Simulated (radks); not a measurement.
Results of a calculation; reference values are marked as such.
Q: The table gives one normalised radial function P(r) = r R(r) of La- in [Xe] 5d2 6s2 (r in bohr). Code: a radial shooting solver on a logarithmic mesh with Libxc functionals. Model: scalar-relativistic Kohn-Sham, PBE, spin-unpolarised, spherical densities, point nucleus; hard spherical wall at 10 bohr.

r              P
0.001594   0.0038
0.002143   0.0063
0.002882   0.0106
0.003874   0.0177
0.005209   0.0294
0.007003   0.0485
0.009415   0.0787
0.01266    0.1252
0.01702    0.1931
0.02307    0.2877
0.03101    0.3972
0.04169    0.4980
0.05606    0.5356
0.07536    0.4308
0.1013     0.1217
0.1362    -0.3472
0.1832    -0.7421
0.2462    -0.7050
0.3311    -0.0619
0.4451     0.8567
0.5984     1.3837
0.8046     1.1875
1.082      0.6236
1.454      0.1987
1.955      0.0354
2.629      0.0030
3.535      0.0001
4.752      0.0000
6.389      0.0000
8.59       0.0000

Which n and l does it have? It may be an empty orbital.

A: n = 4, l = 1: the number of nodes gives n - l - 1 = 2, the rise at small r (about r^(l+1), flatter next to the nucleus through relativity) gives l, and the extent must fit the shell. The curve is that of 4p. 4p: eigenvalue -193.22 eV, 2 radial nodes at r = 0.110, 0.338 bohr, <r> = 0.693 bohr, 90 % of the charge inside 1.01 bohr.
